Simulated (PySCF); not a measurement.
Computed IR spectrum (relative IR intensity) of a molecule C2H8OSi2. The structure is a stationary point at PBE-D3(BJ)/def2-SVP. One conformer was computed; it need not be the lowest. These are PBE-D3(BJ)/def2-SVP in PySCF values and carry that method's errors. Frequencies are harmonic and unscaled.

Lines under 2 % of the strongest are left out, and lines within 2 cm⁻¹ are merged.

ν (cm⁻¹): 211 (vw), 363 (w), 488 (vw), 520 (w), 690 (w), 702 (w), 722 (w), 781 (s), 795 (vs), 852 (w), 893 (w), 901 (w), 908 (m), 947 (w), 962 (w), 1200 (s), 1303 (w), 1363 (w), 1646 (s), 2139 (m), 2149 (m), 2166 (m), 2174 (m), 2192 (m), 3087 (w), 3097 (vw) (against the strongest line: vs over 80 %, s over 45 %, m over 15 %, w over 4 %, vw less)

**Question.** Identify the compound among the candidates.
(A) C=CO[SiH2][SiH3]
(B) O[SiH2]/C=C/[SiH3]
(C) C1O[SiH2]C[SiH2]1
(D) C1C[SiH2][SiH2]O1

**Answer.** A, C=CO[SiH2][SiH3]
